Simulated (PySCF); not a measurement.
SMILES C[SiH](C)C, B3LYP/def2-SVP optimised geometry.

```
14

Si     0.10    -1.17     0.00
C     -0.50    -2.06    -1.55
C     -0.50    -2.06     1.55
C     -0.50     0.63     0.00
H      1.60    -1.17     0.00
H     -1.60    -2.09    -1.60
H     -0.14    -1.56    -2.47
H     -0.14    -3.11    -1.58
H     -0.14    -1.56     2.47
H     -1.60    -2.09     1.60
H     -0.14    -3.11     1.58
H     -1.60     0.68     0.00
H     -0.14     1.17    -0.89
H     -0.14     1.17     0.89
```

Density from B3LYP/def2-TZVP (PySCF) at that geometry.

Minimum of the electron density along straight lines between bonded atoms, close to the bond critical point (lines longer than 1.1 times the sum of covalent radii, or with two minima, are not listed):

```json
[
 {"bond": "Si1–C2", "length / Å": "1.892", "ρ at the minimum / e bohr⁻³": "0.119", "∇²ρ there / e bohr⁻⁵": "0.15", "position (fraction from the first atom)": "0.39"},
 {"bond": "Si1–C3", "length / Å": "1.892", "ρ at the minimum / e bohr⁻³": "0.119", "∇²ρ there / e bohr⁻⁵": "0.15", "position (fraction from the first atom)": "0.39"},
 {"bond": "Si1–C4", "length / Å": "1.892", "ρ at the minimum / e bohr⁻³": "0.119", "∇²ρ there / e bohr⁻⁵": "0.15", "position (fraction from the first atom)": "0.39"},
 {"bond": "Si1–H5", "length / Å": "1.499", "ρ at the minimum / e bohr⁻³": "0.119", "∇²ρ there / e bohr⁻⁵": "0.14", "position (fraction from the first atom)": "0.49"},
 {"bond": "C2–H6", "length / Å": "1.103", "ρ at the minimum / e bohr⁻³": "0.266", "∇²ρ there / e bohr⁻⁵": "-0.87", "position (fraction from the first atom)": "0.64"},
 {"bond": "C2–H7", "length / Å": "1.103", "ρ at the minimum / e bohr⁻³": "0.267", "∇²ρ there / e bohr⁻⁵": "-0.87", "position (fraction from the first atom)": "0.64"},
 {"bond": "C2–H8", "length / Å": "1.103", "ρ at the minimum / e bohr⁻³": "0.267", "∇²ρ there / e bohr⁻⁵": "-0.87", "position (fraction from the first atom)": "0.64"},
 {"bond": "C3–H9", "length / Å": "1.103", "ρ at the minimum / e bohr⁻³": "0.267", "∇²ρ there / e bohr⁻⁵": "-0.87", "position (fraction from the first atom)": "0.64"},
 {"bond": "C3–H10", "length / Å": "1.103", "ρ at the minimum / e bohr⁻³": "0.266", "∇²ρ there / e bohr⁻⁵": "-0.87", "position (fraction from the first atom)": "0.64"},
 {"bond": "C3–H11", "length / Å": "1.103", "ρ at the minimum / e bohr⁻³": "0.267", "∇²ρ there / e bohr⁻⁵": "-0.87", "position (fraction from the first atom)": "0.64"},
 {"bond": "C4–H12", "length / Å": "1.103", "ρ at the minimum / e bohr⁻³": "0.266", "∇²ρ there / e bohr⁻⁵": "-0.87", "position (fraction from the first atom)": "0.64"},
 {"bond": "C4–H13", "length / Å": "1.103", "ρ at the minimum / e bohr⁻³": "0.267", "∇²ρ there / e bohr⁻⁵": "-0.87", "position (fraction from the first atom)": "0.64"},
 {"bond": "C4–H14", "length / Å": "1.103", "ρ at the minimum / e bohr⁻³": "0.267", "∇²ρ there / e bohr⁻⁵": "-0.87", "position (fraction from the first atom)": "0.64"}
]
```
